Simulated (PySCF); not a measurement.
## Fractional electron number in Pr+ (praseodymium, charge +1)

The 6s alpha orbital of [Xe] 4f3 6s1 is emptied in steps (occupation f), with all orbitals relaxed, ending at [Xe] 4f3. All numbers are calculated (PySCF 2.14, scalar relativity through the core potential, in def2-TZVP with the def2 core potential (28 electrons) (10s7p5d4f1g, 93 functions)). The exact energy is a straight line in f; departures are measured from the line between the end points of the same method.

| f | r2SCAN0 (eV) |
| --- | --- |
| 1 | 0.000 |
| 0.9 | -0.139 |
| 0.7 | -0.318 |
| 0.5 | -0.373 |
| 0.3 | -0.310 |
| 0.1 | -0.116 |
| 0 | 0.000 |

```tsv
method	E(f=0) − E(f=1) (eV)	−ε at f=1 (eV)	−ε at f=0.5 (eV)
r2SCAN0	10.606	9.049	10.639
```

Orbital energy along the path (eV):

```csv
f,r2SCAN0
1,-9.049
0.9,-9.385
0.7,-10.026
0.5,-10.639
0.3,-11.186
0.1,-11.705
0,-11.754
```

Reference removal energy between the ground levels: 10.631 ± 0.02 eV (semi-empirical (NIST evaluation); NIST Atomic Spectra Database, ionization energies). The calculation has no spin-orbit coupling.
